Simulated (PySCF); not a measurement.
TlGa: energy against distance

Set-up: Tl cc-pVDZ-PP with ECP60, Ga cc-pVDZ-PP with ECP10; scalar-relativistic core potentials (PySCF 2.14). Energies in eV from Tl + Ga in their ground configurations at the same level. State: ³Π (triplet), unpaired electrons σ ↑, π ↑.

```csv
R (Å),UHF
2.524,-0.0992
2.642,-0.3514
2.759,-0.4958
2.847,-0.5528
2.935,-0.5771
3.023,-0.5761
3.140,-0.5456
3.287,-0.4758
3.463,-0.3814
3.698,-0.2817
```

Question: Put a parabola through the three lowest points of the UHF curve and estimate Re, k and ωe (reduced mass 51.58 u; 1 eV/Å² = 0.16022 mdyn/Å; ωe = 1302.8·√(k/μ) cm⁻¹).

Answer: Through R = 2.847, 2.935, 3.023 Å the second-order coefficient is 1.63 eV/Å², so Re ≈ 2.976 Å, k ≈ 0.523 mdyn/Å and ωe ≈ 131 cm⁻¹. A polynomial fit of higher order to the unrounded UHF energies gives Re = 2.974 Å, k = 0.462 mdyn/Å, ωe = 123 cm⁻¹; anharmonicity and rounding make the difference.

The higher-order fit for each curve: UHF: Re = 2.974 Å, ωe = 123 cm⁻¹, De = 0.58 eV.

Spin–orbit coupling is left out, which matters for elements this heavy, above all for dissociation energies. Hartree–Fock leaves out correlation, which carries a large part of most bond energies and some tenths to 1 eV of ionisation energies. The state was picked by a PBE0 search and need not be the measured ground state.
